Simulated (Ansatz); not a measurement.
Species: CH5OSi, charge 0, multiplicity 2. It need not be the lowest isomer of its formula. 
Coordinates optimised at B3LYP-D3(BJ)/def2-TZVP (Ansatz, a quantum-chemistry and plane-wave program):
```xyz
8

C      1.5895     0.1852    -0.2934
O      0.3322    -0.4703    -0.3506
Si    -1.0430     0.0571     0.3925
H      1.4867     1.2626    -0.4566
H      2.0717     0.0181     0.6735
H      2.2212    -0.2309    -1.0776
H     -1.2194     1.5222     0.1450
H     -2.1537    -0.7205    -0.2150
```
Charge 0, spin multiplicity 2.

Total electronic energies in hartree. Correlated levels leave the core frozen unless marked. UHF or UKS for open shells. No spin-orbit coupling. Non-relativistic unless marked X2C. CBS(X,Y): correlation extrapolated as X^-3; Hartree-Fock from the larger set.

```json
[
 {"level": "RI-HF/def2-QZVPPD", "program": "Ansatz", "energy (Eh)": "-404.63376"},
 {"level": "r2SCAN-D3(BJ)/def2-TZVPD", "program": "Ansatz + dftd3", "energy (Eh)": "-405.76748"},
 {"level": "B3LYP-D3(BJ)/def2-TZVPD", "program": "Ansatz + dftd3", "energy (Eh)": "?"},
 {"level": "PBE0-D3(BJ)/def2-TZVP", "program": "Ansatz + dftd3", "energy (Eh)": "-405.60319"},
 {"level": "r2SCANh-D4/def2-TZVPD", "program": "Ansatz + dftd4", "energy (Eh)": "-405.75970"},
 {"level": "r2SCAN0-D4/def2-TZVPD", "program": "Ansatz + dftd4", "energy (Eh)": "-405.74907"},
 {"level": "HSE06-D4/def2-TZVPD", "program": "Ansatz + dftd4", "energy (Eh)": "-405.59128"},
 {"level": "RPA@PBE/cc-pV(Q+d)Z", "program": "Ansatz", "energy (Eh)": "-405.55469"},
 {"level": "MP2/6-31G*", "program": "Ansatz", "energy (Eh)": "-404.90549"},
 {"level": "MP2/aug-cc-pV(T+d)Z", "program": "Ansatz", "energy (Eh)": "-405.15112"},
 {"level": "MP2/cc-pwCVTZ", "program": "Ansatz", "energy (Eh)": "-405.14774"},
 {"level": "MP2/CBS(aug-cc-pV(T+d)Z,aug-cc-pV(Q+d)Z)", "program": "Ansatz", "energy (Eh)": "-405.2184"},
 {"level": "SCS-MP2/aug-cc-pV(D+d)Z", "program": "Ansatz", "energy (Eh)": "-405.01203"},
 {"level": "SCS-MP2/def2-SVP", "program": "Ansatz", "energy (Eh)": "-404.78426"},
 {"level": "CCSD/6-31G*", "program": "Ansatz", "energy (Eh)": "-404.93868"},
 {"level": "CCSD/cc-pV(T+d)Z", "program": "Ansatz", "energy (Eh)": "-405.17067"},
 {"level": "CCSD/aug-cc-pV(Q+d)Z", "program": "Ansatz", "energy (Eh)": "-405.22059"},
 {"level": "CCSD/CBS(aug-cc-pV(T+d)Z,aug-cc-pV(Q+d)Z)", "program": "Ansatz", "energy (Eh)": "-405.2402"},
 {"level": "CCSD/CBS(def2-TZVPPD,def2-QZVPPD)", "program": "Ansatz", "energy (Eh)": "-405.2401"},
 {"level": "CCSD(T)/def2-SVPD", "program": "Ansatz", "energy (Eh)": "-404.86675"},
 {"level": "CCSD(T)/def2-QZVPPD", "program": "Ansatz", "energy (Eh)": "-405.24014"},
 {"level": "X2C-CCSD(T)/cc-pVTZ-DK", "program": "Ansatz", "energy (Eh)": "-405.85466"},
 {"level": "CCSD(T)/CBS(aug-cc-pV(T+d)Z,aug-cc-pV(Q+d)Z)", "program": "Ansatz", "energy (Eh)": "-405.2639"}
]
```

Problem. Some entries are withheld; supply them.

Solution. 
- B3LYP-D3(BJ)/def2-TZVPD, energy (Eh): -405.89245
